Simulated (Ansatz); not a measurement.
`F[SiH2][AlH2]` + `N[Si](F)(Cl)Cl` → `F[SiH2]N[Si](F)(Cl)Cl` + `[AlH3]` at 700 K and 1 bar (cleavage of the Si–Al bond).

Program: Ansatz. Geometries: PBE0-D4/def2-TZVP. ΔE: electronic, gas phase. CCSD(T)/CBS is the MP2 limit (def2-TZVPP, def2-QZVPP) plus CCSD(T) − MP2 in def2-TZVPP, frozen cores. This one scheme is used for every species. One conformer a species, not always the lowest.

```csv
species,CCSD(T)/CBS energy (Eh),H − E (kJ/mol),S (J/(mol·K))
`F[SiH2][AlH2]`,-633.31837,146.4,404.2
`N[Si](F)(Cl)Cl`,-1364.55198,154.2,448.3
`F[SiH2]N[Si](F)(Cl)Cl`,-1754.12128,211.9,566.0
`[AlH3]`,-243.78045,80.2,251.4
```

H − E and S are ideal-gas, rigid-rotor, harmonic terms from PBE0-D4/def2-TZVP, for one conformer and one mirror image of each species. 1 Eh = 2625.50 kJ/mol, R = 8.31446 J/(mol·K).

By hand: ΔE, ΔH, ΔS and ΔG.

ΔE = (-1754.12128) + (-243.78045) − (-633.31837) − (-1364.55198) = -0.03138 Eh = -82.4 kJ/mol. Δ(H − E) = 211.9 + 80.2 − 146.4 − 154.2 = -8.5, so ΔH = -90.9 kJ/mol. ΔS = 566.0 + 251.4 − 404.2 − 448.3 = -35.1 J/(mol·K). ΔG = -90.9 − 700 × (-35.1)/1000 = -66.3 kJ/mol.

By hand: the equilibrium constant, and the temperature at which ΔG would vanish if ΔH and ΔS stayed fixed.

log₁₀ K = −ΔG/(RT ln 10) = 4.9. ΔG = 0 at ΔH/ΔS = 2590 K, far beyond where these terms or the molecules hold.

ΔH outweighs TΔS. A doubt of 5 kJ/mol in ΔE shifts log₁₀ K by 0.4 here. Other conformers and mirror images would add mixing entropy, several J/(mol·K) or more a flexible species. Modes under 60 cm⁻¹, often nearly free rotors, make the harmonic entropy too high. These are equilibria of isolated gas molecules and say nothing of rates. Largest T1 diagnostic: 0.012 (customary marks: 0.02 for closed shells, 0.045 for open ones).
